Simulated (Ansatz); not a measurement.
Zn7S7⁺. Charge 1, multiplicity 2. Geometry r2SCAN-D4/def2-SVP, that of the neutral singlet; atoms count from 1.

Cartesian coordinates in Å:
```
Zn 0.498 -1.681 1.786
Zn -1.105 2.473 -0.481
Zn 1.164 1.713 0.576
Zn 0.390 0.588 -2.206
Zn 1.519 -1.612 -0.956
Zn -1.517 0.624 1.517
Zn -1.475 -1.786 0.084
S 0.880 2.740 -1.542
S 2.133 -0.282 1.008
S 0.258 -3.272 0.078
S -0.684 2.685 1.777
S -1.841 0.256 -0.994
S -1.725 -1.386 2.434
S 1.506 -1.059 -3.082
```

Single mean-field runs in def2-TZVP are fitted with def2-universal-jkfit.

(1) Estimate the Mulliken populations from the PBE0/def2-TZVP orbitals of Ansatz.

(2) Where does the spin sit?

(3) And the Mayer bond orders between bonded heavy atoms (over 0.3)?

## Answers

(1) 
```tsv
atom	charge (e)	spin (α − β)	d electrons
Zn1	0.44	0.00	10.09
Zn2	0.39	0.00	10.10
Zn3	0.50	0.00	10.09
Zn4	0.49	-0.02	10.07
Zn5	0.48	-0.03	10.07
Zn6	0.47	0.00	10.08
Zn7	0.46	0.00	10.10
S8	-0.33	0.04	–
S9	-0.38	0.04	–
S10	-0.34	0.07	–
S11	-0.33	0.01	–
S12	-0.43	0.04	–
S13	-0.33	0.01	–
S14	-0.09	0.85	–
```
Mulliken values and Mayer orders depend strongly on the basis.

(2) Summed by element: Zn -0.06, S 1.06, of 1 unpaired in all. Largest on single atoms: S14 0.85, S10 0.07, S9 0.04.

(3) Zn1–S9 0.77 (2.29 Å); Zn1–S10 0.66 (2.35 Å); Zn1–S13 0.73 (2.33 Å); Zn2–S8 0.80 (2.27 Å); Zn2–S11 0.78 (2.31 Å); Zn2–S12 0.61 (2.39 Å); Zn3–S8 0.64 (2.37 Å); Zn3–S9 0.79 (2.26 Å); Zn3–S11 0.63 (2.41 Å); Zn4–S8 0.77 (2.30 Å); Zn4–S12 0.50 (2.56 Å); Zn4–S14 0.84 (2.17 Å); Zn5–S9 0.63 (2.45 Å); Zn5–S10 0.73 (2.33 Å); Zn5–S14 0.78 (2.20 Å); Zn6–S11 0.83 (2.24 Å); Zn6–S12 0.33 (2.56 Å); Zn6–S13 0.87 (2.22 Å); Zn7–S10 0.78 (2.28 Å); Zn7–S12 0.68 (2.34 Å); Zn7–S13 0.64 (2.40 Å).
